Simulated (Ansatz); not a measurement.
The cluster K6S3. Total charge 0; triplet. Geometry r2SCAN-D4/def2-SVP, that of the neutral singlet; atoms count from 1.

```
atom   x (Å)   y (Å)   z (Å)
  K1  -0.636  -2.831  -3.458
  K2   0.963  -1.876   0.700
  K3  -1.645   0.863   1.206
  K4  -3.385   0.198  -2.944
  K5   0.796   1.098  -1.944
  K6   2.894   2.127   3.559
  S7   0.777   0.186   2.949
  S8   1.514   1.228   1.136
  S9  -1.277  -0.994  -1.205
```

At PBE0-D4/def2-TZVP a singlet of charge 0 lies 0.23 eV below the triplet at the same geometry. The structure comes from a short search, and lower isomers may exist.

Problem. Estimate the Mulliken populations from the PBE0/def2-TZVP orbitals of Ansatz.

Solution. 
```csv
atom,charge (e),spin (α − β)
K1,0.08,0.70
K2,0.57,0.13
K3,0.58,0.12
K4,0.10,0.68
K5,0.42,0.31
K6,0.74,0.00
S7,-0.67,0.00
S8,-0.71,0.00
S9,-1.11,0.05
```
Mulliken values and Mayer orders depend strongly on the basis.

Problem. Where does the spin sit?

Solution. Summed by element: K 1.95, S 0.05, of 2 unpaired in all. Largest on single atoms: K1 0.70, K4 0.68, K5 0.31.

Problem. And the Mayer bond orders between bonded heavy atoms (over 0.3)?

Solution. K1–S9 0.35 (2.98 Å); K4–S9 0.36 (2.98 Å); S7–S8 1.03 (2.22 Å).
